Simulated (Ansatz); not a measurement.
Mulliken charges of `C=[CH][AlH][F]` from PBE/def2-TZVPP in Ansatz (PBE0-D4/def2-TZVP geometry).

```
atom   x (Å)   y (Å)   z (Å)  charge (e)
  C1   0.612   1.238  -0.083      -0.165
  C2  -0.207   0.389   0.543      -0.237
 Al3  -0.436  -1.366  -0.216       0.547
  F4  -1.431  -2.468   0.508      -0.320
  H5   1.140   0.961  -0.994       0.097
  H6   0.802   2.249   0.273       0.097
  H7  -0.699   0.740   1.449       0.093
  H8   0.311  -1.802  -1.536      -0.112
```

Question: By hand: the dipole of these point charges (1 e Å = 4.8032 D).

Answer: Σ q r = (0.256, 0.328, -0.159) e Å, of length 0.445 e Å = 2.14 D.

Question: How does the dipole of the full density compare? (Best estimate.)

Answer: Ansatz gave: (0.187, 0.358, -0.043) e Å, 1.95 D; the point charges give 1.10 times that, at 18° from its direction.

Point charges leave out the atoms' own dipoles, such as those of lone pairs, and Mulliken's split depends on the basis, so the close match here is no proof of good charges.
